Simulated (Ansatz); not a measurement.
Ansatz results at the PBE0-D4/def2-TZVP geometry: HOMO energy (B3LYP/def2-TZVPP) -4.74 eV; HOMO–LUMO gap (ωB97M-V/def2-TZVPP) 8.10 eV; LUMO energy (B3LYP/def2-TZVPP) -0.54 eV.

Each molecule was computed in one conformer, which needn't be the lowest.

(1) Which molecule gave them?
A. `CC(=O)F`
B. `C[P+](C)(C)[Ag-][OH]`
C. `CC[P+](CC)(CC)[Ag-][S]C`
D. `C=CC(=O)Cl`

## Answers

(1) C. The others give `CC(=O)F`: -8.74, 13.44, -0.69; `C[P+](C)(C)[Ag-][OH]`: -5.70, 9.57, -0.35; `C=CC(=O)Cl`: -8.32, 10.75, -2.55.

B3LYP here is the variant with VWN-RPA as its local correlation; programs differ in this.
